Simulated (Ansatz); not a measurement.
A nudged elastic band was laid between two geometries of C2H7Ga (10 atoms, charge 0, multiplicity 1).

Method: RKS PBE0-D4/def2-mTZVP (Ansatz 0.2.0).

```json
{
  "movable images": "9",
  "climbing image": "yes",
  "spring": "5.0 eV/Å²",
  "optimiser": "quadratic models (default)",
  "start path": "through a guess of the saddle point",
  "force threshold": "0.05 eV/Å",
  "iteration limit": "60",
  "end points": "relaxed"
}
```

First end point:

```xyz
10
Properties=species:S:1:pos:R:3
Ga 0.213 0.039 0.110
H 0.201 0.023 1.689
H 1.600 0.105 -0.643
C -1.484 -0.029 -0.903
H -1.993 -0.958 -0.614
H -2.131 0.769 -0.518
C -1.359 0.063 -2.418
H -2.333 0.004 -2.913
H -0.896 1.003 -2.730
H -0.741 -0.742 -2.824
```

Last end point:

```xyz
10
Properties=species:S:1:pos:R:3
Ga -0.353 0.247 -0.188
H 3.041 -0.084 2.426
H 2.487 0.020 1.937
C -2.044 0.010 -1.324
H -2.523 -0.943 -1.055
H -2.770 0.790 -1.053
C -1.752 0.051 -2.823
H -2.652 -0.079 -3.433
H -1.304 1.003 -3.125
H -1.052 -0.736 -3.126
```

(1) Which bonds break or form, and what moves?

(2) Give the energies along the band, and the barrier.

(3) What is the geometry of the highest image?

Answers

(1) Bonds broken: Ga1–H2, Ga1–H3. Bonds formed: H2–H3. C2H7Ga becomes C2H5Ga + H2.

(2) The run converged. The highest image is number 3 of 0 to 10, 2.61 eV above the first end and 1.70 eV above the last; the last end lies 0.91 eV above the first. A structure lower than the last end lies on the path between it and the top, so the climb from that side starts below the end, which may itself be a saddle point or a shallow side well. Neighbouring images differ by up to 1.7 eV, so the band resolves the path poorly. A vibrational analysis at the climbing image gives one clearly imaginary mode, 1282i cm⁻¹: a first-order saddle point. The orbitals stay closed-shell, which can raise the energy where a bond breaks towards radicals; this wasn't checked here.

```json
{"image": "0", "path coordinate (Å)": "0.00", "energy (eV)": "0.00", "Ga1–H2 (Å)": "1.58", "Ga1–H3 (Å)": "1.58", "H2–H3 (Å)": "2.72"}
{"image": "1", "path coordinate (Å)": "0.78", "energy (eV)": "0.10", "Ga1–H2 (Å)": "1.58", "Ga1–H3 (Å)": "1.57", "H2–H3 (Å)": "2.65"}
{"image": "2", "path coordinate (Å)": "1.55", "energy (eV)": "0.87", "Ga1–H2 (Å)": "1.59", "Ga1–H3 (Å)": "1.53", "H2–H3 (Å)": "2.16"}
{"image": "3", "path coordinate (Å)": "2.33", "energy (eV)": "2.61", "Ga1–H2 (Å)": "1.86", "Ga1–H3 (Å)": "1.58", "H2–H3 (Å)": "1.38"}
{"image": "4", "path coordinate (Å)": "3.23", "energy (eV)": "0.97", "Ga1–H2 (Å)": "2.60", "Ga1–H3 (Å)": "2.36", "H2–H3 (Å)": "0.76"}
{"image": "5", "path coordinate (Å)": "4.13", "energy (eV)": "0.90", "Ga1–H2 (Å)": "3.34", "Ga1–H3 (Å)": "2.97", "H2–H3 (Å)": "0.75"}
{"image": "6", "path coordinate (Å)": "5.04", "energy (eV)": "0.90", "Ga1–H2 (Å)": "3.79", "Ga1–H3 (Å)": "3.24", "H2–H3 (Å)": "0.75"}
{"image": "7", "path coordinate (Å)": "5.94", "energy (eV)": "0.91", "Ga1–H2 (Å)": "4.02", "Ga1–H3 (Å)": "3.36", "H2–H3 (Å)": "0.75"}
{"image": "8", "path coordinate (Å)": "6.84", "energy (eV)": "0.91", "Ga1–H2 (Å)": "4.18", "Ga1–H3 (Å)": "3.47", "H2–H3 (Å)": "0.75"}
{"image": "9", "path coordinate (Å)": "7.75", "energy (eV)": "0.91", "Ga1–H2 (Å)": "4.24", "Ga1–H3 (Å)": "3.51", "H2–H3 (Å)": "0.75"}
{"image": "10", "path coordinate (Å)": "8.65", "energy (eV)": "0.91", "Ga1–H2 (Å)": "4.30", "Ga1–H3 (Å)": "3.55", "H2–H3 (Å)": "0.75"}
```

(3) 
```xyz
10
Properties=species:S:1:pos:R:3
Ga 0.622 0.113 -0.522
H 0.201 -0.027 1.287
H 1.483 0.103 0.802
C -1.304 -0.012 -1.016
H -1.685 -0.940 -0.581
H -1.817 0.796 -0.488
C -1.552 0.050 -2.514
H -2.623 -0.014 -2.736
H -1.184 0.980 -2.952
H -1.062 -0.771 -3.044
```

The run took 6.5 min on 2 threads of Arm Neoverse V1, with other jobs on the host, peak memory 0.21 GiB.
